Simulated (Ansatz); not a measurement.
The Ga1–F2 bond of GaF is stretched (multiplicity 1).


Cores are frozen in the correlated methods. Filled d and f shells under p-block atoms count as core.

The values were computed with Ansatz (a quantum-chemistry and plane-wave program). Each number belongs to the level named beside it.

Natural occupations of CASSCF(10,8)/cc-pVDZ:

| R (Å) | occupations |
|---|---|
| 1.800 | 2.000 1.999 1.980 1.980 1.978 0.023 0.020 0.020 |
| 3.151 | 2.000 1.999 1.983 1.983 1.964 0.036 0.017 0.017 |
| 7.202 | 2.000 2.000 1.990 1.990 1.003 0.997 0.010 0.010 |

Count the electrons that have left the 5 most occupied orbitals, and the effectively unpaired electrons Σ min(n, 2 − n).


- R = 1.800 Å: 0.06 electrons in the weakly occupied orbitals, 0.13 unpaired
- R = 3.151 Å: 0.07 electrons in the weakly occupied orbitals, 0.14 unpaired
- R = 7.202 Å: 1.02 electrons in the weakly occupied orbitals, 2.04 unpaired
Each bonding pair that breaks into one electron on either fragment adds two; pairs that stay whole add only the little that their own correlation moves into empty orbitals.
